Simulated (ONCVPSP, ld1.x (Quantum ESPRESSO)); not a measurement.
**Pseudopotentials across the periodic table**

Generated with ld1.x 7.5 (TM, RRKJ, ultrasoft, PAW), atompaw 4.2 or ONCVPSP 4.0.1. The cutoff is in Ry: for ld1.x and atompaw files where the sum of valence levels is converged to 10 mRy in a Bessel basis, for ONCV files where the hardest occupied wave has 1 mHa per electron of residual kinetic energy. The error is the largest all-electron minus pseudo excitation energy over each file’s own four to seven test configurations (ionisations up to +4, promotions, holes and added fractions of an electron), all of which were solved. The labels leave out finer settings (local radius, basis sizes, second energies), which also bear on the numbers. Spin-polarised tests are not counted. The rows are a selection from randomly drawn settings: files with unsolved tests, undetermined cutoffs or missed reference levels are left out.

A true bound ghost makes a file unfit for plane-wave use even where its test errors are small: the radial tests pick states by their node count and pass the ghost by.

```csv
element,potential,cutoff (Ry),largest error (meV),bound ghosts
Li,"ONCV, BLYP, scalar-relativistic, rc 0.90/0.95 (sp), local smoothed, core correction no, reference 1s2 2s1, qcut 12.1/10.4, projectors 2/1",111,+433,none
Mg,"TM, PBE, non-relativistic, rc 2.20/3.25/3.35 (spd), local s, core correction no, reference 3s2 3p0",6,+139,none
Ga,"ONCV, BLYP, scalar-relativistic, rc 0.85/1.00/1.25 (spd), local smoothed, core correction yes, reference 3s2 3p6 3d10 4s1.5 4p1.5, qcut 12.6/16.4/14.1, projectors 2/2/2",148,-0.5,none
Mo,"TM semilocal, BP86, scalar-relativistic, rc 2.15/3.50/1.95 (spd), local p, core correction yes, reference 4d5 5s0 5p0",40,-483,none
Pd,"TM semilocal, Wu–Cohen, scalar-relativistic, rc 0.95/1.65/1.80 (spd), local d, core correction yes, reference 4s2 4p6 4d9.75 5s0 5p0",140,+112,none
```

**Question.** Fill in the row for Tb: ONCV, PW91, non-relativistic, rc 1.75/1.55/2.50 (spd), local smoothed, core correction yes, reference 5s2 5p6 5d1 6s2, qcut 5.7/5.9/4.2, projectors 2/2/2.

**Answer.** cutoff 36 Ry, largest error +13 meV, bound ghosts: s.

**Question.** Fill in the row for Ir: ONCV, PBE, fully relativistic, rc 1.60/1.70/2.45/0.70 (spdf), local smoothed, core correction no, reference 4f13.5 5s2 5p6 5d7.5 6s2, qcut 6.8/6.2/6.1/23.9, projectors 2/2/2/1.

**Answer.** cutoff 543 Ry, largest error -93 meV, bound ghosts: s, p3/2, p1/2.
